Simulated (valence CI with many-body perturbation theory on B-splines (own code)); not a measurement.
## E1 line list for Nd⁴⁷⁺

Level of theory: relativistic CI+MBPT: three valence electrons over a frozen Dirac-Fock core [Ne], a basis of 11 s, 11 p, 9 d, 7 f, 5 g, 2 h, 1 i functions for each j, with the one-electron correlation potential Σ1, the two-electron term Σ2, the three-electron term Σ3, Breit, model QED; selected CI, second order for the rest (own B-spline code, finite nucleus).

The last digits are not significant, and no measured levels were compared; by estimate large intervals hold to a few tenths of a per cent, small ones and those within an open d or f shell to about a per cent.

Lines 151 to 200 of 275 in falling wavelength, among levels below 6262.5 × 10³ cm⁻¹, chosen from the strongest by gf and those to the six lowest levels. Wavelengths and rates use the calculated energies. Electric multipoles are in the length gauge, E1 and E2 with the static RPA response of the core. Weak lines are less certain than strong ones. Lines between different terms over intervals too small for the method are left out, as are lines whose strength nearly cancels. The highest levels of a list are the least certain.

Levels are named by their leading jj configuration (3d3/2^4 stands for four electrons in 3d with j = 3/2), which in mixed levels can hold well under half, so a name can repeat and another be missing. Letters in brackets count levels of one name in rising energy.

| λ vac (nm) | Upper | Lower | A (s⁻¹) | S (a.u.) with core polarisation | S without |
| --- | --- | --- | --- | --- | --- |
| 4.517 | (3s 3p3/2 3d5/2) J=3/2 [a] | (3s^2 3d3/2) J=3/2 | 8.58e+10 | 1.56e-02 | 1.59e-02 |
| 4.505 | (3p1/2 3p3/2 3d5/2) J=3/2 [b] | (3s 3p1/2 3d5/2) J=5/2 [b] | 2.33e+11 | 4.20e-02 | 4.28e-02 |
| 4.470 | (3p1/2 3p3/2 3d3/2) J=5/2 [a] | (3p1/2^2 3p3/2) J=3/2 | 3.60e+10 | 9.52e-03 | 9.69e-03 |
| 4.457 | (3s 3p3/2^2) J=3/2 | (3s^2 3p3/2) J=3/2 | 8.63e+11 | 1.51e-01 | 1.54e-01 |
| 4.450 | (3s 3p1/2 3d3/2) J=3/2 [a] | (3s 3p1/2^2) J=1/2 | 3.79e+10 | 6.60e-03 | 6.72e-03 |
| 4.421 | (3s 3p3/2 3d5/2) J=3/2 [b] | (3s^2 3d5/2) J=5/2 | 4.87e+11 | 8.31e-02 | 8.46e-02 |
| 4.415 | (3s 3p3/2 3d3/2) J=3/2 [a] | (3s 3p1/2 3p3/2) J=3/2 [b] | 3.38e+09 | 5.73e-04 | 5.84e-04 |
| 4.398 | (3s 3p3/2 3d3/2) J=5/2 [a] | (3s 3p1/2 3p3/2) J=3/2 [b] | 3.16e+10 | 7.97e-03 | 8.11e-03 |
| 4.398 | (3s 3p3/2 3d3/2) J=1/2 [a] | (3s 3p1/2 3p3/2) J=3/2 [b] | 2.56e+10 | 2.15e-03 | 2.19e-03 |
| 4.389 | (3s 3p3/2 3d5/2) J=5/2 [b] | (3s^2 3d5/2) J=5/2 | 3.87e+11 | 9.69e-02 | 9.87e-02 |
| 4.388 | (3p1/2 3p3/2^2) J=5/2 | (3s 3p1/2 3p3/2) J=3/2 [a] | 1.22e+10 | 3.04e-03 | 3.10e-03 |
| 4.374 | (3p1/2 3p3/2 3d3/2) J=3/2 [a] | (3p1/2^2 3p3/2) J=3/2 | 9.24e+10 | 1.53e-02 | 1.55e-02 |
| 4.372 | (3p1/2 3p3/2 3d5/2) J=5/2 [b] | (3s 3p1/2 3d5/2) J=5/2 [a] | 1.17e+11 | 2.89e-02 | 2.94e-02 |
| 4.372 | (3p1/2 3p3/2 3d3/2) J=5/2 [b] | (3s 3p1/2 3d3/2) J=5/2 | 6.18e+10 | 1.53e-02 | 1.56e-02 |
| 4.322 | (3p1/2 3p3/2^2) J=3/2 | (3s 3p1/2 3p3/2) J=3/2 [a] | 2.59e+11 | 4.13e-02 | 4.20e-02 |
| 4.282 | (3s 3d3/2^2) J=3/2 | (3s 3p1/2 3d3/2) J=1/2 | 3.56e+11 | 5.52e-02 | 5.62e-02 |
| 4.281 | (3s 3d3/2 3d5/2) J=7/2 [a] | (3s 3p1/2 3d5/2) J=5/2 [b] | 4.96e+10 | 1.54e-02 | 1.57e-02 |
| 4.241 | (3p1/2 3p3/2 3d5/2) J=3/2 [b] | (3s 3p1/2 3d5/2) J=5/2 [a] | 7.65e+10 | 1.15e-02 | 1.17e-02 |
| 4.233 | (3p3/2^3) J=3/2 | (3s 3p3/2^2) J=5/2 | 1.59e+11 | 2.38e-02 | 2.43e-02 |
| 4.229 | (3p1/2 3p3/2 3d3/2) J=5/2 [b] | (3s 3p1/2 3d3/2) J=3/2 [a] | 1.10e+11 | 2.46e-02 | 2.51e-02 |
| 4.200 | (3s 3p3/2 3d3/2) J=3/2 [b] | (3s 3p1/2 3p3/2) J=1/2 | 2.10e+11 | 3.07e-02 | 3.13e-02 |
| 4.194 | (3s 3d3/2^2) J=5/2 | (3s 3p1/2 3d3/2) J=3/2 [b] | 4.94e+11 | 1.08e-01 | 1.10e-01 |
| 4.178 | (3p1/2 3p3/2^2) J=1/2 | (3s 3p1/2 3p3/2) J=3/2 [a] | 2.95e+10 | 2.12e-03 | 2.16e-03 |
| 4.158 | (3s 3p3/2 3d3/2) J=3/2 [a] | (3s 3p1/2 3p3/2) J=5/2 | 7.24e+10 | 1.03e-02 | 1.05e-02 |
| 4.157 | (3s 3d3/2 3d5/2) J=7/2 [a] | (3s 3p1/2 3d5/2) J=7/2 | 3.18e+11 | 9.01e-02 | 9.17e-02 |
| 4.143 | (3s 3p3/2 3d3/2) J=5/2 [a] | (3s 3p1/2 3p3/2) J=5/2 | 4.02e+11 | 8.47e-02 | 8.63e-02 |
| 4.104 | (3s 3p3/2 3d3/2) J=7/2 | (3s 3p1/2 3p3/2) J=5/2 | 3.74e+11 | 1.02e-01 | 1.04e-01 |
| 4.087 | (3s 3p3/2 3d3/2) J=3/2 [b] | (3s 3p1/2 3p3/2) J=3/2 [b] | 2.87e+11 | 3.87e-02 | 3.94e-02 |
| 4.077 | (3s 3d3/2 3d5/2) J=5/2 [a] | (3s 3p1/2 3d5/2) J=7/2 | 8.81e+10 | 1.77e-02 | 1.80e-02 |
| 4.058 | (3s 3d3/2 3d5/2) J=5/2 [b] | (3s 3p1/2 3d5/2) J=3/2 | 1.95e+11 | 3.87e-02 | 3.94e-02 |
| 4.047 | (3p1/2 3p3/2 3d3/2) J=3/2 [b] | (3p1/2^2 3p3/2) J=3/2 | 6.05e+11 | 7.91e-02 | 8.05e-02 |
| 4.045 | (3s 3d3/2 3d5/2) J=3/2 [b] | (3s 3p1/2 3d5/2) J=3/2 | 3.36e+11 | 4.39e-02 | 4.47e-02 |
| 4.042 | (3s 3d3/2 3d5/2) J=7/2 [a] | (3s 3p1/2 3d5/2) J=5/2 [a] | 1.21e+11 | 3.14e-02 | 3.20e-02 |
| 4.037 | (3p1/2 3p3/2 3d3/2) J=5/2 [b] | (3p1/2^2 3p3/2) J=3/2 | 2.37e+11 | 4.62e-02 | 4.70e-02 |
| 4.024 | (3s 3p1/2 3d3/2) J=1/2 | (3s 3p1/2^2) J=1/2 | 5.60e+11 | 3.60e-02 | 3.67e-02 |
| 4.013 | (3s 3d3/2 3d5/2) J=7/2 [b] | (3s 3p1/2 3d5/2) J=5/2 [b] | 2.62e+11 | 6.68e-02 | 6.80e-02 |
| 4.009 | (3s 3d3/2 3d5/2) J=9/2 | (3s 3p1/2 3d5/2) J=7/2 | 3.15e+11 | 1.00e-01 | 1.02e-01 |
| 4.009 | (3s 3d3/2 3d5/2) J=5/2 [b] | (3s 3p1/2 3d5/2) J=5/2 [b] | 3.16e+11 | 6.02e-02 | 6.13e-02 |
| 3.998 | (3s 3d3/2^2) J=1/2 | (3s 3p1/2 3d3/2) J=3/2 [b] | 6.52e+11 | 4.11e-02 | 4.19e-02 |
| 3.996 | (3s 3d3/2 3d5/2) J=3/2 [b] | (3s 3p1/2 3d5/2) J=5/2 [b] | 1.14e+11 | 1.44e-02 | 1.47e-02 |
| 3.995 | (3p1/2 3p3/2 3d3/2) J=1/2 [b] | (3p1/2^2 3p3/2) J=3/2 | 3.96e+11 | 2.49e-02 | 2.54e-02 |
| 3.992 | (3s 3p1/2 3d3/2) J=3/2 [b] | (3s 3p1/2^2) J=1/2 | 6.26e+11 | 7.87e-02 | 8.01e-02 |
| 3.982 | (3s 3p3/2 3d3/2) J=3/2 [a] | (3s 3p1/2 3p3/2) J=3/2 [a] | 3.97e+11 | 4.94e-02 | 5.03e-02 |
| 3.968 | (3s 3p3/2 3d3/2) J=5/2 [a] | (3s 3p1/2 3p3/2) J=3/2 [a] | 1.75e+11 | 3.24e-02 | 3.30e-02 |
| 3.968 | (3s 3p3/2 3d3/2) J=1/2 [a] | (3s 3p1/2 3p3/2) J=3/2 [a] | 3.83e+11 | 2.36e-02 | 2.40e-02 |
| 3.966 | (3s 3d3/2^2) J=1/2 | (3s 3p1/2 3d3/2) J=1/2 | 3.79e+11 | 2.34e-02 | 2.38e-02 |
| 3.966 | (3s 3d3/2 3d5/2) J=5/2 [a] | (3s 3p1/2 3d5/2) J=5/2 [a] | 3.19e+11 | 5.89e-02 | 6.00e-02 |
| 3.960 | (3s 3p3/2 3d3/2) J=1/2 [b] | (3s 3p1/2 3p3/2) J=1/2 | 4.45e+11 | 2.73e-02 | 2.78e-02 |
| 3.960 | (3s^2 3d3/2) J=3/2 | (3s^2 3p1/2) J=1/2 | 7.93e+11 | 9.72e-02 | 9.89e-02 |
| 3.952 | (3s 3p3/2 3d5/2) J=5/2 [a] | (3s 3p1/2 3p3/2) J=3/2 [b] | 3.07e+07 | 5.61e-06 | 5.78e-06 |
